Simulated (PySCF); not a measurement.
## As¹⁸⁺ (arsenic, charge +18) across methods

[Ne] 3s2 3p3, high-spin 4S determinant. Calculation: PySCF 2.14, in an uncontracted even-tempered set (18 s from 1.7 bohr⁻², ratio 2.5; 12 p from 2.2 bohr⁻², ratio 2.5; 5 d from 10 bohr⁻², ratio 2.7; 4 f from 16 bohr⁻², ratio 2.7); the spin-free X2C one-electron Hamiltonian (Gaussian nucleus). The B2PLYP total includes its PT2 part (frozen core); its orbital energies are those of the SCF part.

| method | E (hartree) | mean ε 3s α (eV) | mean ε 3s β (eV) | mean ε 3p α (eV) | Σ⟨r²⟩ (bohr²) | ⟨S²⟩ |
| --- | --- | --- | --- | --- | --- | --- |
| UHF | -2081.14416 | -795.70 | -764.02 | -727.29 | 1.810 | 3.750 |
| TPSSh | -2081.903 | -767.26 | -750.90 | -708.39 | 1.807 | 3.750 |
| r2SCAN | -2081.809 | -766.76 | -749.21 | -707.67 | 1.808 | 3.750 |
| PBE | -2081.554 | -762.27 | -749.07 | -705.57 | 1.806 | 3.750 |
| LDA | -2078.256 | -760.85 | -749.08 | -704.96 | 1.808 | 3.750 |
| B2PLYP | -2081.865 | -780.05 | -757.64 | -717.27 | 1.808 | 3.750 |

Task: Estimate the same row for PBE0.

Result: E (hartree) = -2081.606; mean ε 3s α (eV) = -770.95; mean ε 3s β (eV) = -753.37; mean ε 3p α (eV) = -711.33; Σ⟨r²⟩ (bohr²) = 1.807; ⟨S²⟩ = 3.750.

Spin-orbit coupling is strong in this species (close to jj coupling), so the high-spin LS determinant is a model state, not a physical level.
